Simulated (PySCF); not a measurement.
Predicted microwave data (CAM-B3LYP/def2-SVPD in PySCF (dipole) on a GFN2-xTB geometry, gas phase) for one isomer of C7H9F:

```
Rotational constants : A = 4273, B = 1292, C = 1106 MHz
Dipole components    : |μa| = 0.05 D, |μb| = 0.99 D, |μc| = 0.79 D
Inertial defect      : -52.47 u·Å²
κ                    : -0.88
```

Problem. Which structure is it? (One computed conformer of each.)
A. `[CH:1]#[C:2][C@@H:3]1[CH2:4][CH2:5][C@H:6]1[CH2:7][F:8]` with C5–C6–C7–F8 -76°, C2–C3–C4–C5 -130°, C3–C4–C5–C6 11°, C4–C5–C6–C7 -130°, C2–C3–C6–C5 131°
B. `[CH2:1]=[C:2]([CH3:3])/[CH:4]=[CH:5]\[C:6](=[CH2:7])[F:8]` with C1–C2–C4–C5 160°, C4–C5–C6–C7 153°
C. `[CH2:1]=[CH:2][C@@H:3]1[C:4](=[CH2:5])[CH2:6][C@H:7]1[F:8]` with C1–C2–C3–C4 -129°, C2–C3–C4–C5 47°, C3–C4–C6–C7 9°, C4–C6–C7–F8 -127°, C2–C3–C7–C6 128°

Solution. B. It is C=C(C)/C=C\C(=C)F, an asymmetric top, point group C1. The candidates at the same level (rigid rotor, commonest isotopes):

```csv
SMILES,A (MHz),B (MHz),C (MHz),μa (D),μb (D),μc (D),Δ (u·Å²),point group,rotor
C=C[C@@H]1C(=C)C[C@H]1F,2406,1904,1153,0.63,1.21,0.80,-37.02,C1,asymmetric top
C=C(C)/C=C\C(=C)F,4273,1292,1106,0.05,0.99,0.79,-52.47,C1,asymmetric top
C#C[C@@H]1CC[C@H]1CF,3353,1306,1025,1.15,0.77,0.89,-44.56,C1,asymmetric top
```

`C=C[C@@H]1C(=C)C[C@H]1F` has B 47 % too high; `C#C[C@@H]1CC[C@H]1CF` has A 22 % too low. No structure here is proved a minimum.
